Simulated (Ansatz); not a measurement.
Geometry optimisation, RKS PBE/def2-SVP (Ansatz 0.2.0).

Input file:

```yaml
crystal:
  periodic: [false, false, false]
  atoms:
    - { symbol: In, position_ang: [0.032104, 0.147423, -0.117133] }
    - { symbol: Cl, position_ang: [-0.040886, 0.336595, 2.301324] }
    - { symbol: Cl, position_ang: [2.085734, 0.574598, -1.155019] }
    - { symbol: O, position_ang: [-1.654553, -0.184742, -1.146599] }
    - { symbol: H, position_ang: [-2.352591, -0.444605, -0.511152] }
    - { symbol: F, position_ang: [0.450496, -2.657034, 1.1058] }
    - { symbol: H, position_ang: [0.438797, -2.149535, 1.88998] }
basis:
  gaussian: { orbitals: def2-SVP }
hamiltonian:
  xc: pbe
relax:
  f_tol: 0.03
  max_steps: 50
```

Run as:

```bash
$ ansatz run input.yaml --threads 2 --pin off --max-ram 3072MiB --backend cpu --events-out ev --progress --plain --runs-dir out
```

Task: Where does it end, and by what steps?

Result: The forces met the threshold. After 7 steps the energy has fallen by 0.299 eV; F6 moved furthest, 0.43 Å.

| step | energy less start (eV) | largest force component (eV/Å) | accepted |
| --- | --- | --- | --- |
| 0 | 0.0000 | 0.526 | yes |
| 1 | -0.1391 | 0.398 | yes |
| 2 | -0.2573 | 0.635 | yes |
| 3 | -0.2842 | 0.445 | yes |
| 4 | -0.2723 | 0.611 | no |
| 5 | -0.2973 | 0.138 | yes |
| 6 | -0.2971 | 0.059 | no |
| 7 | -0.2986 | 0.019 | yes |

```xyz
7
Properties=species:S:1:pos:R:3
In 0.064 -0.131 -0.060
Cl -0.071 0.107 2.363
Cl 2.112 0.418 -1.049
O -1.645 -0.333 -1.090
H -2.390 -0.360 -0.454
F 0.500 -2.276 0.907
H 0.390 -1.802 1.752
```

The run took 17 s on 2 threads of Arm Neoverse V2 (shared host), peak memory 0.15 GiB.
